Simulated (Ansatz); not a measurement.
Two members of one family (Series GaH2X), computed with Ansatz in the gas phase; def2 core potentials for I, no spin–orbit coupling. Binding counts from free atoms in the multiplicity of their measured ground term, without zero-point energy. A dash marks a value that wasn't run or was left out as unsound. The structures are stationary points that may keep the symmetry of their start.

First: GaH2Cl (singlet, charge 0, PBE-D4/def2-TZVP geometry).

```xyz
4

Ga   -0.0520    0.1320   -0.1586
H    -0.3414    1.6059    0.2840
H    -0.0850   -0.5246   -1.5785
Cl    0.4784   -1.2132    1.4532
```

| level | HOMO (eV) | LUMO (eV) | gap (eV) | vertical IE (eV) | vertical triplet (eV) | binding per atom (eV) |
| --- | --- | --- | --- | --- | --- | --- |
| PBE-D4/def2-SVP | -6.96 | -2.53 | 4.43 | – | – | 2.38 |
| PBE-D4/def2-TZVP | -7.12 | -2.64 | 4.48 | 10.46 | 4.53 | 2.38 |
| r2SCAN-D4/def2-TZVP | -7.45 | -2.35 | 5.10 | 10.64 | 4.64 | 2.44 |
| PBE0-D4/def2-SVP | -8.32 | -1.76 | 6.56 | – | – | 2.38 |
| ωB97M-V/def2-TZVP | -10.66 | -0.13 | 10.53 | – | – | 2.41 |

Second: GaH2I (singlet, charge 0, PBE-D4/def2-TZVP geometry).

| atom | x (Å) | y (Å) | z (Å) |
| --- | --- | --- | --- |
| Ga1 | 0.0338 | -0.0172 | -0.2857 |
| H2 | 1.4855 | 0.2476 | -0.8146 |
| H3 | -1.2588 | -0.3632 | -1.1025 |
| I4 | -0.2606 | 0.1327 | 2.2028 |

Problem. Estimate how these quantities change from the first to the second (second minus first).

Solution. 
```tsv
level	Δ HOMO (eV)	Δ LUMO (eV)	Δ gap (eV)	Δ vertical IE (eV)	Δ vertical triplet (eV)	Δ binding per atom (eV)
PBE-D4/def2-SVP	0.70	-0.22	-0.92	–	–	-0.27
PBE-D4/def2-TZVP	0.77	-0.15	-0.91	-1.01	-0.64	-0.26
r2SCAN-D4/def2-TZVP	0.82	-0.18	-1.00	-1.07	-0.68	-0.27
PBE0-D4/def2-SVP	0.92	-0.26	-1.17	–	–	-0.26
ωB97M-V/def2-TZVP	1.10	-0.19	-1.29	–	–	-0.29
```
